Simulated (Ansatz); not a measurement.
`C=C(N)Br` and `C=C(N)NC` differ in one atom or group.

Ansatz, PBE0-D4/def2-TZVP geometries, multiplicity 1. Each molecule was computed in one conformer, which needn't be the lowest.

Scalar relativity is left out up to krypton. Spin–orbit coupling is left out; it splits and shifts lone-pair levels of the heavy atoms by tenths of an eV.

| property | `C=C(N)Br` |
| --- | --- |
| HOMO energy (PBE/def2-TZVPP) / eV | -5.29 |
| size of the dipole moment (ωB97M-V/def2-TZVPP) / D | 2.11 |
| LUMO energy (PBE/def2-TZVPP) / eV | -0.92 |
| size of the dipole moment (PBE/def2-TZVPP) / D | 2.15 |
| HOMO energy (B3LYP/def2-TZVPP) / eV | -6.24 |
| HOMO energy (ωB97M-V/def2-TZVPP) / eV | -8.66 |

(1) Give the same properties after the change, and the shifts. (An estimate is asked.)

Results:

(1) Ansatz gave: 
```
                                          property  `C=C(N)NC`  shift
                 HOMO energy (PBE/def2-TZVPP) / eV       -4.48   0.81
size of the dipole moment (ωB97M-V/def2-TZVPP) / D        1.02  -1.09
                 LUMO energy (PBE/def2-TZVPP) / eV        0.11   1.03
    size of the dipole moment (PBE/def2-TZVPP) / D        1.08  -1.07
               HOMO energy (B3LYP/def2-TZVPP) / eV       -5.43   0.81
             HOMO energy (ωB97M-V/def2-TZVPP) / eV       -7.83   0.83
```

Dipoles are sizes alone; their direction can turn.

B3LYP here is the variant with VWN-RPA as its local correlation; programs differ in this.
